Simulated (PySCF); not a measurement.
C5H16N2Si2.
Atom-mapped SMILES: `[CH3:1][N:2]([CH2:3][CH:4]1[CH2:5][CH2:6]1)[SiH2:7][NH:8][SiH3:9]` (hydrogens: H10, H11, H12 on C1; H13, H14 on C3; H15 on C4; H16, H17 on C5; H18, H19 on C6; H20, H21 on Si7; H22 on N8; H23, H24, H25 on Si9)

Cartesian coordinates in Å at the PBE0-D3(BJ)/def2-SVP level; atoms count from 1:
```
atom  x, y, z in Å
C1    -0.071   -1.112   -1.977
N2     0.314    0.165   -1.428
C3     1.710    0.289   -1.068
C4     2.099   -0.390    0.227
C5     1.921    0.338    1.527
C6     3.299    0.084    0.986
Si7   -0.893    1.179   -0.700
N8    -1.590    0.638    0.806
Si9   -3.104   -0.166    1.089
H10    0.566   -1.374   -2.842
H11   -1.112   -1.074   -2.338
H12   -0.009   -1.950   -1.254
H13    1.967    1.360   -0.992
H14    2.326   -0.116   -1.893
H15    1.907   -1.468    0.254
H16    1.549    1.368    1.491
H17    1.595   -0.228    2.404
H18    3.930   -0.654    1.488
H19    3.850    0.938    0.580
H20   -2.043    1.269   -1.645
H21   -0.213    2.489   -0.477
H22   -0.972    0.711    1.612
H23   -2.911   -1.511    1.720
H24   -3.774   -0.340   -0.234
H25   -4.016    0.608    1.991
```

The closed-shell ground state was solved at several levels (PySCF, density fitting, gas phase, non-relativistic).

```tsv
level	basis functions	HOMO (eV)	LUMO (eV)	gap (eV)	dipole (D)
PBE0/def2-SVPD	316	-6.36	0.20	6.56	1.71
PBE0/pcSseg-1	247	-6.33	0.52	6.85	1.67
```

Task: Estimate the row for KT3/pcSseg-1, a basis of 247 functions; the other rows only guide the guess.

Result: HOMO -5.16 eV, LUMO -0.35 eV, gap 4.81 eV, dipole 1.59 D.

Task: Over all these levels, which gives the widest orbital gap and which the narrowest?

Result: PBE0/pcSseg-1 (global hybrid, 25 % exact exchange) has the widest, 6.85 eV, and KT3/pcSseg-1 (GGA) the narrowest, 4.81 eV. The two share the basis. From the narrowest to the widest the HOMO moves by -1.17 eV and the LUMO by +0.87 eV.

Task: How far do the dipole and the HOMO energy spread over the levels?

Result: The dipole runs from 1.59 to 1.71 D (mean 1.66 D) and the HOMO from -6.36 to -5.16 eV.

One conformer stands for the species.
